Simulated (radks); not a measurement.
Problem. The niobium ion Nb2.5+, configuration [Kr] 4d1.5 5p1 (fractional occupations, a model configuration). Method: scalar-relativistic Kohn-Sham, r2SCAN, spin-unpolarised, spherical densities, finite nucleus; meta-GGA in the generalised Kohn-Sham scheme; Fermi nuclear charge, rms radius 4.324 fm; computed with a radial shooting solver on a logarithmic mesh with Libxc functionals. Some entries of the table are withheld. Estimate them.

orbital  occ.  eigenvalue (eV)  <r> (bohr)  r(max) (bohr)
1s          2        -18880.67     0.03610        0.02349
2s          2              (1)      0.1579         0.1331
2p          6        -2392.859         (2)         0.1065
3s          2        -477.3950      0.4421         0.3949
3p          6        -382.9096      0.4450         0.3890
3d         10        -229.0012      0.4328         0.3355
4s          2         -89.1281       1.146          1.028
4p          6         -63.9527         (3)          1.113
4d        1.5         -28.3008       1.696          1.377
5p          1              (4)         (5)            (6)

Solution. 
(1) 2s eigenvalue (eV): -2678.990
(2) 2p <r> (bohr): 0.1377
(3) 4p <r> (bohr): 1.266
(4) 5p eigenvalue (eV): -17.4357
(5) 5p <r> (bohr): 3.370
(6) 5p r(max) (bohr): 3.078
